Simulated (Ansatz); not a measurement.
AlFH$_{2}$OZn (`[OH][Al]([F])[ZnH]`). Total charge 0; spin multiplicity 1. The structure was optimised at the PBE0-D4/def2-TZVP level. It is one conformer, not always the lowest.

```xyz
6

O    -0.705   -1.649   -0.196
Al   -0.325   -0.019   -0.460
F    -0.990    0.720   -1.788
Zn    1.175    1.183    1.106
H    -1.276   -2.172   -0.758
H     2.121    1.936    2.095
```

**Question.** What is the dipole moment at PBE/def2-TZVPP? (Estimate.)

**Answer.** The calculation gave: 0.61 D, with components (0.00, -0.54, 0.27) D in this frame, pointing from negative to positive charge.

**Question.** And with r2SCAN, B3LYP, ωB97M-V? (Best estimate.)

**Answer.** Computed: r2SCAN 0.63 D, B3LYP 0.59 D, ωB97M-V 0.58 D.

**Question.** Give the Mulliken charges with PBE, ωB97M-V, r2SCAN in def2-TZVPP. (An estimate is asked.)

**Answer.** Computed: 
```json
{"atom": "O1", "PBE": "-0.37", "ωB97M-V": "-0.40", "r2SCAN": "-0.44"}
{"atom": "Al2", "PBE": "0.68", "ωB97M-V": "0.71", "r2SCAN": "0.73"}
{"atom": "F3", "PBE": "-0.33", "ωB97M-V": "-0.36", "r2SCAN": "-0.37"}
{"atom": "Zn4", "PBE": "-0.05", "ωB97M-V": "0.00", "r2SCAN": "0.04"}
{"atom": "H5", "PBE": "0.17", "ωB97M-V": "0.16", "r2SCAN": "0.19"}
{"atom": "H6", "PBE": "-0.11", "ωB97M-V": "-0.11", "r2SCAN": "-0.14"}
```

B3LYP here is the variant with VWN-RPA as its local correlation; programs differ in this.
